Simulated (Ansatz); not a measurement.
A made-up structure of C₂H₃Te (charge +1), closed shell:

```
6
angstrom
C -0.2529 -0.7240 -0.2885
C 0.0306 0.6329 0.0759
Te 1.1637 -1.0577 0.9950
H -0.9219 -1.2695 -0.9463
H 0.6158 1.2600 -0.5946
H 2.2982 -2.1012 1.6879
```

It is relaxed with PBE-D4/def2-SVP and then PBE0-D4/def2-TZVP (Ansatz 0.2.0). Atoms count as bonded within 1.22 times the sum of their covalent radii (H–H: 0.88 Å). The end point is not checked to be a true minimum.

Q: Does its bonding change? (A judgement: the text doesn't fix the answer.)

A: Computed: No: no bond forms or breaks.

Where it ends: The first stage lowers the energy by 4.67 eV in 10 steps. It ends as C₂H₃Te ([CH]1[CH][TeH]1), total charge +1:
```xyz
6
angstrom
C -0.2310 -0.7723 -0.3015
C 0.4301 0.2951 -0.1144
Te 0.7430 -0.9553 1.6060
H -0.8932 -1.4068 -0.8720
H 0.7704 1.2792 -0.4011
H 2.1142 -1.6993 1.0126
```

Labels in which every atom is bracketed show which atoms are joined, not bond orders.

For scale, one of the runs: PBE0-D4/def2-TZVP relaxation, 130 basis functions, launched by `ansatz run in.yaml --threads 2 --pin off --events-out ev --progress --plain --max-ram 4352MiB`. The run took about 15 s on 2 CPU threads of an Intel Xeon Platinum 8488C (shared host).
